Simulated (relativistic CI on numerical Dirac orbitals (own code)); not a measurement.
# The spin-orbit constant of Si6+ from its measured fine structure

Problem. The ground term ³P of Si6+ (2s²2p⁴) has the measured levels J = 0: 5565.0, J = 1: 4030.0, J = 2: 0.0 cm⁻¹ (NIST levels in Kelleher and Podobedova, J. Phys. Chem. Ref. Data 37, 1285 (2008); Martin and Zalubas, J. Phys. Chem. Ref. Data 12, 323 (1983)). Test the interval rule and estimate ζ(2p).

Working.
1. In LS coupling E(J) − E(J − 1) = AJ. The intervals give A = -1535.0 (J = 1), -2015.0 (J = 2) cm⁻¹.
2. These values spread by 26 % of their mean, from second-order spin-orbit mixing with other terms and from spin-spin terms.
3. The whole width divided by the sum of the upper J values gives a mean A = -1855.0 cm⁻¹.
4. For the Hund term of a shell that is more than half full, A = −ζ/2S with 2S = 2, so ζ = 3710 cm⁻¹.

Check. The value calculated from Dirac-Coulomb-Breit radial functions of this configuration is ζ = 3677 cm⁻¹, 1 % below the estimate from measurement. The same recipe applied to the calculated levels returns 3682 cm⁻¹, which shows the bias of the recipe itself. Where the interval rule fails, the estimate is only rough.
